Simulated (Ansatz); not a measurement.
`N[SiH](N)N` + SiH₄ → `N[SiH](N)[SiH3]` + NH₃  (formal exchange of groups at the Si–N bond)

Calculated with Ansatz (gas phase, PBE0-D4/def2-TZVP geometries, no zero-point term in ΔE). CBS: MP2 limit from def2 TZ/QZ plus the TZ coupled-cluster correction, frozen cores. This one scheme is used for every species. DFT in def2-TZVPP. One conformer a species, not always the lowest.

```json
{"level": "r2SCAN-D4", "ΔE (eV)": "0.77"}
{"level": "CCSD/def2-SVP", "ΔE (eV)": "0.84"}
```

Question: What does CCSD(T)/CBS give? (Best estimate.)

Answer: The calculation gave: +0.82 eV. The listed levels differ from it by -0.05, 0.02 eV.

Question: What do rigid-rotor, harmonic-oscillator terms from PBE0-D4/def2-TZVP frequencies (298.15 K, 1 bar) make of the CCSD(T)/CBS value? (An estimate is asked.)

Answer: The calculation gave: ΔZPE = +0.03 eV, ΔH = +0.88 eV, ΔS = 24 J/(mol·K), ΔG = +0.81 eV.

Largest T1 diagnostic among the species: 0.011.

From r2SCAN to r2SCAN0 (25 % exact exchange), in def2-TZVPP and without D4, ΔE moves by +0.04 eV. In def2-TZVPP, CCSD(T) changes the Hartree–Fock value by −0.17 eV (the triples alone add −0.03 eV) and MP2 by −0.11 eV.
